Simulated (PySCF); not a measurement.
Bond energies at PBE0/def2-SVP beside a composite method

PySCF, lowest determinants of a PBE0 search. The composite is CCSD(T) extrapolated to the basis-set limit from two correlation-consistent sets, with core-valence (CV) and scalar-relativistic (SR) terms as its label shows; it has no spin–orbit coupling and nothing beyond (T).

| species | state (unpaired electrons) | De PBE0 (eV) | De composite (eV) | composite | dissociates to |
| --- | --- | --- | --- | --- | --- |
| TlI | singlet (closed shell) | 3.57 | 3.57 | CCSD(T)/CBS(DT)+CV | Tl + I |
| RbSr | doublet (σ ↑) | 0.17 | 0.13 | CCSD(T)/CBS(DT) | Rb + Sr |
| RbH | singlet (closed shell) | 1.55 | 1.79 | CCSD(T)/CBS(TQ) | Rb + H |
| CsF | singlet (closed shell) | 4.63 | 5.28 | CCSD(T)/CBS(DT)+CV | Cs + F |
| InH | singlet (closed shell) | 2.59 | 2.77 | CCSD(T)/CBS(DT) | In + H |
| SrCl | doublet (σ ↑) | 4.40 | 4.19 | CCSD(T)/CBS(DT) | Sr + Cl |
| ZnO | triplet (σ ↑, π ↑) | 1.41 | 1.24 | CCSD(T)/CBS(DT) | Zn + O |
| TlCl | singlet (closed shell) | 4.33 | 4.40 | CCSD(T)/CBS(DT)+CV | Tl + Cl |

Does PBE0 bind more or less than the composite, by how much on average, and where is the difference largest?

PBE0/def2-SVP binds less on average, method and basis taken together: the mean signed difference is -0.09 eV and the mean absolute one 0.20 eV; it is largest for CsF (-0.65 eV).

The molecules are drawn from runs that passed checks on state, spin purity and fit, so the hardest cases are missing and the errors look smaller than over all diatomics.

Correlated steps freeze the inner cores (4 to 28 orbitals); shallow outer-core shells are correlated. Weak bonds: RbSr. Basis-set superposition, not corrected here, can be much of De in a small basis, most of all at correlated wavefunction levels. Functionals without a dispersion term scatter widely for such bonds, and LDA overbinds them. Spin–orbit coupling is left out, which matters for elements this heavy, above all for dissociation energies. Where the molecule has an RHF reference, its open-shell atoms are computed with UHF. States were picked by a PBE0 search and need not be the measured ground states.
